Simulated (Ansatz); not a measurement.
Cartesian coordinates in Å:
```
Si 1.315 -0.152 -2.274
Si -0.227 -1.069 -0.763
N -0.455 -0.053 0.624
Si -1.940 0.803 0.851
Ge 0.918 0.149 1.853
H 2.612 0.106 -1.586
H 1.565 -1.073 -3.416
H 0.808 1.143 -2.804
H 0.234 -2.428 -0.356
H -1.552 -1.209 -1.432
H -1.776 1.690 2.035
H -2.275 1.638 -0.335
H -3.082 -0.120 1.095
H 2.035 -0.813 1.417
H 0.398 -0.213 3.253
H 1.421 1.602 1.838
```

Charge 0, multiplicity 1.

(1) List the B3LYP/def2-TZVPP orbital energies in eV (the Gaussian-basis code of Ansatz). (Best estimate.)

## Answers

(1) Computed: Occupied: -10850.67, -1799.24, -1799.22, -1798.73, -1355.02, -1205.93, -1205.92, -1205.92, -389.14, -169.59, -143.74, -143.71, -143.32, -119.86, -119.83, -119.81, -99.07, -99.05, -99.04, -99.04, -99.02, -99.01, -98.62, -98.62, -98.62, -33.47, -33.41, -33.39, -33.33, -33.33, -22.71, -15.71, -15.46, -14.47, -13.30, -11.03, -10.94, -10.52, -9.77, -9.61, -9.54, -9.43, -9.17, -9.14, -8.47, -6.97. Lowest empty: -0.75, 0.13, 0.33, 0.45, 0.51, 0.84, 0.97, 1.18.

B3LYP here is the variant with VWN-RPA as its local correlation; programs differ in this.
